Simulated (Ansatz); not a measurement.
C3H6Si (`C[SiH]1C=C1`), relaxed with RKS PBE-D4/def2-SVP in Ansatz 0.2.0 from a rough embedded geometry. The force threshold is 0.03 eV/Å; the program also tests the step.

The species carries charge 0 and has multiplicity 1.

Start:

```xyz
10

C     1.468   -0.311   -0.140
Si   -0.167   -0.415    0.505
C    -1.169    0.991    0.479
C    -1.497    0.272   -0.564
H     1.775    0.660   -0.562
H     1.647   -1.060   -1.014
H     2.240   -0.576    0.576
H    -0.628   -1.587    1.227
H    -1.566    1.900    0.886
H    -2.102    0.128   -1.394
```

```
step  energy (eV)  largest force (eV/Å)  largest move (Å)
   1  -11070.7078                 2.914             0.000
   2  -11071.2857                 1.727             0.141
   3  -11071.3550                 0.483             0.200
   4  -11071.4632                 0.158             0.181
   5  -11071.4685                 0.032             0.042
   6  -11071.4690                 0.011             0.024
```

End:

```xyz
10

C     1.591   -0.385   -0.179
Si   -0.210   -0.476    0.362
C    -1.278    1.013    0.514
C    -1.574    0.302   -0.593
H     1.767    0.536   -0.769
H     1.861   -1.261   -0.805
H     2.270   -0.376    0.699
H    -0.484   -1.686    1.210
H    -1.649    1.939    0.984
H    -2.294    0.393   -1.422
```

Hardware: 2 threads of an Arm Neoverse V1 on a shared host. Wall time 9.5 s, peak host memory 0.12 GiB.
